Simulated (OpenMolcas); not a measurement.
C2HBF2 (SMILES C#CB(F)F): methods side by side

C2HBF2 has 6 atoms, charge 0, and is taken as a singlet. As SMILES, `C#CB(F)F`. Geometry: relaxed at PBE0-D4/def2-TZVP.

Each level gives the dipole moment (D). The values are calculated.

| level | kind | program | value (D) | CPU time |
| --- | --- | --- | --- | --- |
| HF/def2-SVPD | Hartree–Fock | OpenMolcas | 2.25 | 15 s |
| SVWN5/def2-SVPD | LDA | OpenMolcas | 1.97 | 25 s |
| PBE/def2-SVPD | GGA | OpenMolcas | 1.91 | 37 s |
| M06-L/def2-SVPD | meta-GGA | OpenMolcas | 1.88 | 45 s |
| TPSS/def2-SVPD | meta-GGA | OpenMolcas | 1.93 | 48 s |
| BHLYP/def2-SVPD | global hybrid | OpenMolcas | 2.15 | 33 s |
| M06-2X/def2-SVPD | hybrid meta-GGA | OpenMolcas | 2.02 | 42 s |
| PBE0/def2-SVPD | global hybrid | OpenMolcas | 2.03 | 38 s |

The values span 1.88 to 2.25 D. Magnitudes only. Times are those of the runs behind each value, whatever else they computed, on shared processors of several kinds: orders of magnitude only.
